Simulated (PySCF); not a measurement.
Molfile (atoms numbered from 1):
```
C6H4F4
     RDKit          3D

 14 13  0  0  0  0  0  0  0  0999 V2000
   -3.1615    0.8339   -1.3209 F   0  0  0  0  0  0  0  0  0  0  0  0
   -1.9604    0.6662   -0.6836 C   0  0  0  0  0  0  0  0  0  0  0  0
   -1.9603   -0.6057    0.0960 C   0  0  0  0  0  0  0  0  0  0  0  0
   -0.8690   -1.1709    0.6116 C   0  0  0  0  0  0  0  0  0  0  0  0
    0.4207   -0.6337    0.4623 C   0  0  0  0  0  0  0  0  0  0  0  0
    1.5324   -0.1871    0.3371 C   0  0  0  0  0  0  0  0  0  0  0  0
    2.8667    0.3622    0.1775 C   0  0  0  0  0  0  0  0  0  0  0  0
    3.4853    0.5505    1.3546 F   0  0  0  0  0  0  0  0  0  0  0  0
    2.8465    1.5555   -0.4421 F   0  0  0  0  0  0  0  0  0  0  0  0
    3.6621   -0.4368   -0.5530 F   0  0  0  0  0  0  0  0  0  0  0  0
   -1.8280    1.5351   -0.0247 H   0  0  0  0  0  0  0  0  0  0  0  0
   -1.1781    0.6786   -1.4515 H   0  0  0  0  0  0  0  0  0  0  0  0
   -2.9299   -1.0617    0.2322 H   0  0  0  0  0  0  0  0  0  0  0  0
   -0.9272   -2.0868    1.1822 H   0  0  0  0  0  0  0  0  0  0  0  0
  1  2  1  0
  2  3  1  0
  3  4  2  0
  4  5  1  0
  5  6  3  0
  6  7  1  0
  7  8  1  0
  7  9  1  0
  7 10  1  0
  2 11  1  0
  2 12  1  0
  3 13  1  0
  4 14  1  0
M  END
```

- NMR shieldings at PBE0/pcSseg-1/GIAO
- GFN2-xTB structure
- code: PySCF 2.14
- one conformer, rapidly exchanging positions averaged, no relativistic terms, in vacuum

δ = σ(ref) − σ, references computed at the same level: 13C and 1H against TMS; 19F against CFCl3.

```json
{"atoms": "H14", "nucleus": "1H", "count": "1", "δ (ppm)": "?"}
{"atoms": "C4", "nucleus": "13C", "count": "1", "δ (ppm)": "109.5"}
{"atoms": "H11/H12", "nucleus": "1H", "count": "2", "δ (ppm)": "5.74"}
{"atoms": "C3", "nucleus": "13C", "count": "1", "δ (ppm)": "163.0"}
{"atoms": "C2", "nucleus": "13C", "count": "1", "δ (ppm)": "86.2"}
{"atoms": "F8/F9/F10", "nucleus": "19F", "count": "3", "δ (ppm)": "?"}
{"atoms": "H13", "nucleus": "1H", "count": "1", "δ (ppm)": "7.10"}
{"atoms": "C6", "nucleus": "13C", "count": "1", "δ (ppm)": "94.0"}
{"atoms": "F1", "nucleus": "19F", "count": "1", "δ (ppm)": "-258.1"}
{"atoms": "C5", "nucleus": "13C", "count": "1", "δ (ppm)": "89.2"}
{"atoms": "C7", "nucleus": "13C", "count": "1", "δ (ppm)": "?"}
```

Question: Complete the table.

Answer: 
- C7: 124.7 ppm, CF3 carbon; 3 electronegative neighbours deshield it
- H14: 5.82 ppm, hydrogen on an alkene CH; attached to an sp2 carbon and in the plane of the double bond
- F8/F9/F10: -62.3 ppm, fluorine of a CF3 group

Shifts are as computed. Against solution values, carbons near 30 ppm lie about +3 ppm off and those near 130 ppm about +5 ppm. Of 1309 compounds with measured shifts, 239 miss one by over three times the rms of a fit or turn the order of signals round; such compounds aren't used in these exercises. Unscaled 19F shifts against computed CFCl3 carry errors that often reach 10 to 50 ppm.
